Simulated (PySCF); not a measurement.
Cartesian coordinates in Å; atom numbers follow the order of the lines, from 1:
```xyz
15

C    -2.283    0.120   -0.542
S    -1.468    0.467    1.085
O    -1.652   -0.732    1.897
C     0.216    0.299    0.375
C     0.967   -0.818    0.670
C     2.243   -0.877    0.110
N     2.728    0.085   -0.651
N     2.022    1.141   -0.912
C     0.802    1.274   -0.429
H    -1.955   -0.844   -0.915
H    -2.027    0.915   -1.234
H    -3.354    0.102   -0.366
H     0.566   -1.594    1.306
H     2.901   -1.718    0.278
H     0.289    2.188   -0.692
```

Geometry: GFN2-xTB; GIAO shifts from PySCF, gas phase, non-relativistic, averaged over equivalent atoms.

At PBE0/cc-pVDZ (160 basis functions, 37 s wall time on 1 thread of an Intel Xeon, shared host):
| atoms | δ (ppm) |
| --- | --- |
| C4 | 159.4 |
| C6 | 150.6 |
| C9 | 144.4 |
| C5 | 118.7 |
| C1 | 49.2 |
| O3 | 35.9 |
| N7 | 439.6 |
| N8 | 435.8 |
| H14 | 9.80 |
| H15 | 9.32 |
| H13 | 7.93 |
| H10/H11/H12 | 2.29 |

Shifts are taken against calculated references (same method and geometry level): TMS for 13C (σref 199.12), 1H (σref 31.75); H2O for 17O (σref 345.01); 15N (σref 275.25) against NH3.

Predict the values at PBE0/pcSseg-1 on the same geometry.

Results:


```json
{"atoms": "C4", "δ at PBE0/pcSseg-1": "161.8", "change": "+2.4"}
{"atoms": "C6", "δ at PBE0/pcSseg-1": "157.1", "change": "+6.5"}
{"atoms": "C9", "δ at PBE0/pcSseg-1": "150.2", "change": "+5.8"}
{"atoms": "C5", "δ at PBE0/pcSseg-1": "123.6", "change": "+4.9"}
{"atoms": "C1", "δ at PBE0/pcSseg-1": "52.0", "change": "+2.8"}
{"atoms": "O3", "δ at PBE0/pcSseg-1": "35.1", "change": "-0.8"}
{"atoms": "N7", "δ at PBE0/pcSseg-1": "472.3", "change": "+32.7"}
{"atoms": "N8", "δ at PBE0/pcSseg-1": "466.7", "change": "+30.9"}
{"atoms": "H14", "δ at PBE0/pcSseg-1": "9.93", "change": "+0.13"}
{"atoms": "H15", "δ at PBE0/pcSseg-1": "9.34", "change": "+0.02"}
{"atoms": "H13", "δ at PBE0/pcSseg-1": "8.13", "change": "+0.20"}
{"atoms": "H10/H11/H12", "δ at PBE0/pcSseg-1": "2.43", "change": "+0.14"}
```

Chemical shifts δ = σref − σ; 13C (σref 186.93), 1H (σref 31.72) vs TMS; H2O for 17O (σref 336.08); NH3 for 15N (σref 267.73), all at this level.

The largest change is at N7 (pyridine-type ring nitrogen). Cost: 190 basis functions, 47 s wall time on 1 thread of an Intel Xeon, shared host. The order of the carbon signals is the same at both levels.

Experimental scales use liquid or dissolved standards, which lie at an offset from isolated NH3 (liquid NH3: subtract about 20 ppm) and H2O (liquid H2O: subtract about 36 ppm). Unscaled 15N shifts of sp2 nitrogen come out 20 to 40 ppm too high even then.
